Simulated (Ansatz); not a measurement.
`C#[C][AlH2]` + `C[SeH]` → `C[Se][AlH2]` + acetylene at 500 K and 1 bar (ligand exchange at the Al–C bond).

Computed with Ansatz on PBE0-D4/def2-TZVP structures; ΔE is electronic, products minus reactants. CCSD(T)/CBS adds triple-zeta CCSD(T) − MP2 to the extrapolated MP2 energy (def2 sets, frozen cores). This one scheme is used for every species. For Se outer-core shells are correlated without core-valence functions, which leaves a few kJ/mol of doubt a bond. Scalar relativity is left out up to krypton.

| species | CCSD(T)/CBS energy (Eh) | H − E (kJ/mol) | S (J/(mol·K)) |
| --- | --- | --- | --- |
| `C#[C][AlH2]` | -319.85078 | 114.4 | 315.2 |
| `C[SeH]` | -2441.15625 | 142.1 | 299.3 |
| `C[Se][AlH2]` | -2683.80327 | 173.4 | 375.1 |
| `C#C` | -77.22717 | 90.7 | 225.3 |

H − E and S are ideal-gas, rigid-rotor, harmonic terms from PBE0-D4/def2-TZVP. 1 Eh = 2625.50 kJ/mol, R = 8.31446 J/(mol·K).

Task: By hand: ΔE, ΔH, ΔS and ΔG.

Result: ΔE = (-2683.80327) + (-77.22717) − (-319.85078) − (-2441.15625) = -0.02341 Eh = -61.5 kJ/mol. Δ(H − E) = 173.4 + 90.7 − 114.4 − 142.1 = 7.6, so ΔH = -53.9 kJ/mol. ΔS = 375.1 + 225.3 − 315.2 − 299.3 = -14.1 J/(mol·K). ΔG = -53.9 − 500 × (-14.1)/1000 = -46.9 kJ/mol.

Task: By hand: the equilibrium constant, and the temperature at which ΔG would vanish if ΔH and ΔS stayed fixed.

Result: log₁₀ K = −ΔG/(RT ln 10) = 4.9. ΔG = 0 at ΔH/ΔS = 3823 K, far beyond where these terms or the molecules hold.

The number of gas molecules stays the same, so ΔS is small and ΔH decides. A doubt of 5 kJ/mol in ΔE shifts log₁₀ K by 0.5 here. These are equilibria of isolated gas molecules and say nothing of rates. Largest T1 diagnostic: 0.013 (customary marks: 0.02 for closed shells, 0.045 for open ones).
